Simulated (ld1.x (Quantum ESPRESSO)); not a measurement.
oxygen: one change to a TM potential, before and after

```
Element                 : O (Z = 8)
Generator               : ld1.x (Quantum ESPRESSO) 7.5
Type                    : norm-conserving Troullier–Martins (Kleinman–Bylander form)
Functional              : PBEsol
Relativity              : scalar-relativistic
Frozen core             : [He]
Valence charge          : 6
Reference configuration : 2s2 2p4
Partial waves           : 2s (bound): rc 0.85 bohr; 2p (bound): rc 1.75 bohr; 3d channel at -0.1 Ry: rc 1.55 bohr
Local potential         : the d channel
Core correction         : Bessel-smoothed model core inside 0.80 bohr
```

All-electron outer shells of the reference configuration (PBEsol, scalar-relativistic, ld1.x):

| shell | level (eV) | outermost node (bohr) | outermost maximum (bohr) |
| --- | --- | --- | --- |
| 1s | -512.77 | – | 0.13 |
| 2s | -23.81 | 0.28 | 0.87 |
| 2p | -8.97 | – | 0.82 |

Change: wave 3d channel at -0.1 Ry: rc 1.55 bohr becomes 3d channel at -0.1 Ry: rc 2.30 bohr.

Cutoffs: the cutoffs (Ry, on a coarse ladder) from which the occupation-weighted sum of valence levels, in a spherical-Bessel basis at the reference potential, stays within 10 and 1 mRy of its value at 400 Ry; they do not see the model core or the augmentation charge, which bear on the density cutoff. Errors are all-electron minus pseudo energies relative to the spin-unpolarised reference configuration.

Problem. What does the change do?

Solution. The potential gets neither clearly harder nor softer (80 Ry and 180 Ry → 80 Ry and 180 Ry); of the 7 tests that both files solve, the error grows in 3 and shrinks in 1 by more than 15 % and 0.3 meV (median size 78.2 → 62.9 meV); neither file shows a bound ghost.

| quantity | base | changed |
| --- | --- | --- |
| cutoff, loose | 80 Ry | 80 Ry |
| cutoff, tight | 180 Ry | 180 Ry |
| bound ghosts | none | none |
| error for 2s2 2p3, meV [ΔE 16.36 eV] | +37 | +51 |
| error for 2s2 2p2, meV [ΔE 49.84 eV] | +345 | +408 |
| error for 2s2 2p1, meV [ΔE 103.54 eV] | +1415 | +1562 |
| error for 2s0 2p6, meV [ΔE 29.75 eV] | +22 | +23 |
| error for 2s2 2p3.5, meV [ΔE 6.25 eV] | +5.1 | +8.0 |
| error for 2s1 2p4, meV [ΔE 31.50 eV] | -78 | -63 |
| error for 2s2 2p0, meV [ΔE 180.19 eV] | +4003 | +4271 |
